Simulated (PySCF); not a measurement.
Species: C4H3F2S (doublet state).
Cartesian coordinates in Å at the GFN2-xTB level; atoms count from 1:
```
atom  x, y, z in Å
F1     0.5292    2.1932   -0.2694
C2     0.4125    0.8642   -0.1411
C3     1.4286    0.0021   -0.2419
F4     2.7046    0.2894   -0.4807
S5     0.9492   -1.6704   -0.0291
C6    -0.6753   -1.1945    0.2319
C7    -0.9236    0.2639    0.1335
H8    -1.4261   -1.9388    0.3833
H9    -1.3543    0.6780    1.0584
H10   -1.6358    0.5176   -0.6675
```

The species is `FC1=C(F)S[CH]C1` [radical].

Method: UKS B3LYP, pcH-1 on C F H S, non-relativistic, mean-field spin-orbit, GIAO (PySCF 2.14.0). Isolated species at its GFN2-xTB geometry, gas phase. The geometry wasn't refined by DFT: couplings that depend on bond lengths, twists or pyramidal angles can differ widely from those at the functional's own minimum. The SCF solution wasn't tested for stability.

Problem. The isotropic 19F couplings are -8.6, +3.0 MHz. Assign them to F1; F4.

Solution. 
```json
{"site": "F1", "a_iso (MHz)": "+3.0", "ρ(0) (bohr⁻³)": "+0.0007", "position": "3 bonds from C6", "distance from C6 (Å)": "3.63", "bound to": "C2", "spin population there": "+0.06", "largest |T| (MHz)": "21.2"}
{"site": "F4", "a_iso (MHz)": "-8.6", "ρ(0) (bohr⁻³)": "-0.0020", "position": "3 bonds from C6", "distance from C6 (Å)": "3.76", "bound to": "C3", "spin population there": "-0.04", "largest |T| (MHz)": "13.1"}
```

Problem. The isotropic 13C couplings are +83.4, -36.2, -9.4, +6.9 MHz. Assign them to C2; C3; C6; C7.

Solution. 
```json
{"site": "C2", "a_iso (MHz)": "+6.9", "ρ(0) (bohr⁻³)": "+0.0061", "position": "2 bonds from C6", "distance from C6 (Å)": "2.36", "spin population": "+0.06", "largest |T| (MHz)": "9.7"}
{"site": "C3", "a_iso (MHz)": "-9.4", "ρ(0) (bohr⁻³)": "-0.0084", "position": "2 bonds from C6", "distance from C6 (Å)": "2.47", "spin population": "-0.04", "largest |T| (MHz)": "6.8"}
{"site": "C6", "a_iso (MHz)": "+83.4", "ρ(0) (bohr⁻³)": "+0.0739", "position": "largest spin population", "distance from C6 (Å)": "0.00", "spin population": "+0.82", "largest |T| (MHz)": "141.7"}
{"site": "C7", "a_iso (MHz)": "-36.2", "ρ(0) (bohr⁻³)": "-0.0322", "position": "1 bond from C6", "distance from C6 (Å)": "1.48", "spin population": "-0.08", "largest |T| (MHz)": "1.8"}
```

Problem. Match the computed a_iso(1H) values +142.2, -55.4 MHz (means over equivalent nuclei) with the sites H8; H9/H10.

Solution. 
```
  site  a_iso (MHz)  ρ(0) (bohr⁻³)            position  distance from C6 (Å)  bound to  spin population there  largest |T| (MHz)
    H8        -55.4        -0.0124   α, 1 bond from C6                  1.07        C6                  +0.82               34.2
H9/H10       +142.2        +0.0318  β, 2 bonds from C6                  2.16        C7                  -0.08                7.5
```

ρ(0) is the spin density at the nucleus and T the dipolar tensor; a_iso includes a spin–orbit part; entries for several nuclei are means. The largest Mulliken spin populations are on C6 (+0.82), S5 (+0.16) and C7 (-0.08). The angles at C6 add up to 359.9°, so it is planar; its axial dipolar tensor and the negative coupling of its proton fit spin in a p orbital normal to that plane.

β density exceeds α density at some nuclei, such as C7 (-0.0322), H8 (-0.0124) and C3 (-0.0084), spin density in bohr⁻³. In a single determinant that takes different orbitals for the two spins, that is spin polarisation.

Means are taken over nuclei equivalent by connectivity, which assumes that they swap fast.

The run took 49 s (grids of density and orbitals included) on one thread of an Arm Neoverse V2, shared host with 96 logical CPUs at a one-minute load of 88, and the process peaked at 0.75 GiB of memory.
